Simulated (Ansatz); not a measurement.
`CCB(N)S` + `[OH][Al]([F])[Cl]` → `C[O][Al]([F])[Cl]` + `CB(N)S`  (substitution at a C–C bond)

Computed with Ansatz on PBE0-D4/def2-TZVP structures; ΔE is electronic, products minus reactants. CBS: MP2 limit from def2 TZ/QZ plus the TZ coupled-cluster correction, frozen cores. This one scheme is used for every species. Functionals use def2-TZVPP. Each species was taken in one conformer, which may not be the lowest.

`CCB(N)S`:

```xyz
13

C     1.552   -0.115    0.542
C     0.057   -0.081    0.837
B    -0.888    0.076   -0.416
N    -0.382    0.173   -1.714
S    -2.708    0.138   -0.223
H     2.143   -0.225    1.453
H     1.812   -0.952   -0.113
H     1.885    0.805    0.052
H    -0.165    0.736    1.535
H    -0.237   -0.992    1.372
H     0.605    0.147   -1.902
H    -0.951    0.273   -2.536
H    -2.723    0.017    1.112
```

`[OH][Al]([F])[Cl]`:

Cartesian coordinates in Å:
```
O 0.919 -0.666 0.631
Al -0.053 0.281 -0.351
F 0.648 1.097 -1.581
Cl -2.102 0.461 -0.069
H 0.587 -1.173 1.370
```

`C[O][Al]([F])[Cl]`:

Cartesian coordinates in Å:
```
C 0.050 0.449 -1.225
O 0.523 0.410 0.094
Al 0.118 -0.397 1.490
F 0.984 -0.121 2.849
Cl -1.459 -1.746 1.560
H 0.850 0.160 -1.912
H -0.264 1.467 -1.474
H -0.801 -0.223 -1.383
```

`CB(N)S`:

Z-matrix (Å, degrees):
```
C
B 1 1.572
H 1 1.094 2 111.1
H 1 1.093 2 112.6 3 -121.0
H 1 1.094 2 111.0 3 118.0
N 2 1.397 1 121.6 3 121.6
S 2 1.828 1 116.8 3 -58.4
H 6 1.005 2 124.6 1 179.9
H 6 1.005 2 121.6 1 -0.1
H 7 1.343 2 98.6 1 -179.9
```

```json
{"level": "LDA (SPW92)", "ΔE (kJ/mol)": "54.1"}
{"level": "BLYP-D4", "ΔE (kJ/mol)": "43.0"}
{"level": "r2SCAN", "ΔE (kJ/mol)": "49.7"}
{"level": "MP2/def2-SVP", "ΔE (kJ/mol)": "49.0"}
{"level": "CCSD/def2-TZVPP", "ΔE (kJ/mol)": "51.6"}
{"level": "CCSD(T)/def2-TZVPP", "ΔE (kJ/mol)": "53.1"}
{"level": "MP2/def2-QZVPP", "ΔE (kJ/mol)": "59.8"}
{"level": "MP2/CBS(def2)", "ΔE (kJ/mol)": "60.8"}
```

Problem. What does CCSD(T)/CBS give? (An estimate is asked.)

Solution. Computed: +55.3 kJ/mol. The listed levels differ from it by -1.2, -12.3, -5.6, -6.3, -3.7, -2.2, 4.5, 5.5 kJ/mol.

Largest T1 diagnostic among the species: 0.011.

At CCSD(T), def2-SVP lies −12.4 kJ/mol from the extrapolated value and def2-TZVPP −2.2 kJ/mol. In def2-TZVPP, CCSD(T) changes the Hartree–Fock value by +16.0 kJ/mol (the triples alone add +1.5 kJ/mol) and MP2 by +21.4 kJ/mol. Leaving LDA and LC-ωPBE aside and taking each functional with its dispersion term where it has one, the values, not all of them listed here, spread over 11.5 kJ/mol, from BLYP-D4 to PBE-QIDH. LDA lies +6.2 kJ/mol from PBE without D4.
